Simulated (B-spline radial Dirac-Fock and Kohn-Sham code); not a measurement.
Z = 25 (manganese), transition energy 457 keV. Model: a Dirac-Hartree-Slater potential of the neutral atom with a Latter tail (no hole, which puts coefficients of high multipoles low close above an edge), finite nucleus with surface currents. Program: a radial finite-basis atomic code. Subshells that would emit electrons below 1 keV are left out.

Task: A pure transition shows α(K) = 0.0147, L1/L2 = 11.5 and L1/L3 = 16.4. What is its multipolarity?
A. E1
B. E3
C. M4
D. E4
E. M2
F. M1
G. M3
H. E2

Result: D. For comparison, α(K), L1/L2, L1/L3 are E1 0.000407, 133, 68.0; E2 0.00149, 52.4, 45.4; E3 0.00478, 22.4, 26.9; M1 0.000657, 92.2, 154; M2 0.00221, 50.1, 114; M3 0.00699, 31.3, 51.2; M4 0.0219, 21.5, 25.2.

Values without a named source are computed, but for edge energies of neutral atoms, which are taken from tables.
